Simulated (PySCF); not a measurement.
GeH₄OTe. Atoms are numbered in the order given.

```xyz
7

Te     0.4859    -0.4663     0.6848
O      0.4390    -1.9245    -0.7070
H      1.2317    -1.7993    -1.2448
Ge    -0.8358     1.1566    -0.7962
H     -0.9939     2.4711    -0.0096
H     -0.0569     1.4090    -2.0990
H     -2.2116     0.5549    -1.1222
```
Charge 0, spin multiplicity 1.

Geometry optimised at PBE0-D3(BJ)/def2-SVP. The structure was generated by enumeration, and PubChem lists no compound with its InChIKey, so it may never have been made. The def2 effective core potentials stand for the cores of Te; spin–orbit coupling is left out. One conformer was computed; it need not be the lowest.

These are B3LYP/def2-TZVPD in PySCF values and carry that method's errors.

Mulliken values depend strongly on the basis, most of all with diffuse functions as here. ESP charges are fitted to the potential on shells at 1.4 to 2.0 van der Waals radii. Atomic charges (e):

```
atom  ESP fit  Mulliken
----  -------  --------
Te1      0.07      0.22
O2          ?     -0.65
H3          ?      0.34
Ge4      0.00      0.11
H5          ?     -0.01
H6          ?     -0.01
H7          ?      0.00
```

**Question.** Complete the blanks. (An estimate is asked for; the answer gives what the named calculation found.)

**Answer.** 
- O2, ESP fit: -0.46
- H3, ESP fit: 0.34
- H5, ESP fit: 0.03
- H6, ESP fit: -0.01
- H7, ESP fit: 0.03
